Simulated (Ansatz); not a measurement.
Ansatz (a first-principles code) input (B3LYP-D3(BJ)/def2-TZVP):

Ansatz 0.2 input:
```yaml
crystal:
  periodic: [false, false, false]
  atoms:
    - {symbol: Si, position_ang: [0.81608278, -0.22973027, 0.23406840]}
    - {symbol: C, position_ang: [-0.45219871, -1.47309417, -0.44583134]}
    - {symbol: C, position_ang: [0.32661321, 1.57643786, -0.10559861]}
    - {symbol: Br, position_ang: [0.82800161, -0.48529640, 2.49541778]}
    - {symbol: H, position_ang: [-0.19820661, -2.49143595, -0.16608763]}
    - {symbol: H, position_ang: [-0.50757167, -1.42581071, -1.52907069]}
    - {symbol: H, position_ang: [-1.44268308, -1.25592771, -0.04763353]}
    - {symbol: H, position_ang: [0.31364113, 1.78633092, -1.17071524]}
    - {symbol: H, position_ang: [1.01709993, 2.27002702, 0.36553307]}
    - {symbol: H, position_ang: [-0.66831523, 1.77751874, 0.28979213]}
basis:
  gaussian:
    orbitals: def2-TZVP
hamiltonian:
  xc: b3lyp
  dispersion: d3bj
magnetization: {spin_polarized: true, initial_magnetization: 1}
relax: {f_tol: 0.002, max_steps: 150}
```

End of the output:

```
reference -80099.16359678 eV, -2943.5899690186 hartree; 34, 33 occupied and 149, 150 virtual orbitals, 1298 factors
relax step   3: F+E_penalty+E_count = -80099.60815945 eV  Δ(F+E_penalty+E_count) = -2.500e-3 eV  max|allowed force component| = 4.040e-2 eV/Å  Δτ_max = 0.0188 Å  (33 SCF iters, accepted)
these checks for a lower state are left out or cut short: starts, cluster_reference, orbital_swaps, neighbouring_geometries, increment
integrals: 0.11 GiB planned
1298 factors; their error is unknown
mean field: 1.39 GiB planned
mean field -80099.16400842 eV, -2943.5899841460 hartree, gradient 1.5e-5 eV, S^2 0.751614; 0 other end points of the search recorded, 0 dependent functions left out
the calculation of the forces begins
reference -80099.16427977 eV, -2943.5899941180 hartree; 34, 33 occupied and 149, 150 virtual orbitals, 1298 factors
relax step   4: F+E_penalty+E_count = -80099.60842939 eV  Δ(F+E_penalty+E_count) = -2.699e-4 eV  max|allowed force component| = 1.398e-2 eV/Å  Δτ_max = 0.0061 Å  (33 SCF iters, accepted)
these checks for a lower state are left out or cut short: starts, cluster_reference, orbital_swaps, neighbouring_geometries, increment
integrals: 0.11 GiB planned
1298 factors; their error is unknown
mean field: 1.39 GiB planned
mean field -80099.16417146 eV, -2943.5899901377 hartree, gradient 1.5e-5 eV, S^2 0.751614; 0 other end points of the search recorded, 0 dependent functions left out
the calculation of the forces begins
reference -80099.16444282 eV, -2943.5900001101 hartree; 34, 33 occupied and 149, 150 virtual orbitals, 1298 factors
relax step   5: F+E_penalty+E_count = -80099.60846706 eV  Δ(F+E_penalty+E_count) = -3.767e-5 eV  max|allowed force component| = 2.672e-3 eV/Å  Δτ_max = 0.0027 Å  (34 SCF iters, accepted)
these checks for a lower state are left out or cut short: starts, cluster_reference, orbital_swaps, neighbouring_geometries, increment
integrals: 0.11 GiB planned
1298 factors; their error is unknown
mean field: 1.39 GiB planned
mean field -80099.16419224 eV, -2943.5899909014 hartree, gradient 1.6e-5 eV, S^2 0.751614; 0 other end points of the search recorded, 0 dependent functions left out
the calculation of the forces begins
reference -80099.16446361 eV, -2943.5900008738 hartree; 34, 33 occupied and 149, 150 virtual orbitals, 1298 factors
relax step   6: F+E_penalty+E_count = -80099.60846974 eV  Δ(F+E_penalty+E_count) = -2.676e-6 eV  max|allowed force component| = 1.907e-3 eV/Å  Δτ_max = 0.0011 Å  (24 SCF iters, accepted)
integrals: 0.11 GiB planned
1298 factors; their error is unknown
mean field: 1.39 GiB planned
mean field evaluation 64: about -80099.1642 eV, gradient 4.9e-2 eV
mean field -80099.16419224 eV, -2943.5899909014 hartree, gradient 1.6e-5 eV, S^2 0.751614; 1 other end points of the search recorded, 0 dependent functions left out
the calculation of the forces begins
reference -80099.16446361 eV, -2943.5900008738 hartree; 34, 33 occupied and 149, 150 virtual orbitals, 1298 factors
Total energy: -80099.60874110 eV, -2943.6063277707 hartree
Atom 0 at     0.797992    -0.228520     0.265151 Å, force     0.001907    -0.000645     0.001370 eV/Å
Atom 1 at    -0.447525    -1.444514    -0.440861 Å, force    -0.001333    -0.000706    -0.000555 eV/Å
Atom 2 at     0.316808     1.548684    -0.106892 Å, force    -0.000807     0.001357    -0.000335 eV/Å
Atom 3 at     0.838743    -0.489527     2.511149 Å, force    -0.000634     0.000256    -0.000829 eV/Å
Atom 4 at    -0.185752    -2.471122    -0.185914 Å, force     0.000260     0.000200    -0.000070 eV/Å
Atom 5 at    -0.483995    -1.353990    -1.528797 Å, force    -0.000000     0.000384     0.000069 eV/Å
Atom 6 at    -1.443050    -1.232052    -0.040862 Å, force     0.000354    -0.000010     0.000248 eV/Å
Atom 7 at     0.299390     1.713772    -1.186510 Å, force    -0.000187    -0.000344    -0.000006 eV/Å
Atom 8 at     1.019938     2.250487     0.340911 Å, force     0.000138    -0.000280    -0.000121 eV/Å
Atom 9 at    -0.680086     1.755802     0.292499 Å, force     0.000303    -0.000212     0.000229 eV/Å
Dipole moment:    -0.174884     0.093082    -0.433999 e Å
```

It need not be the lowest isomer of its formula.
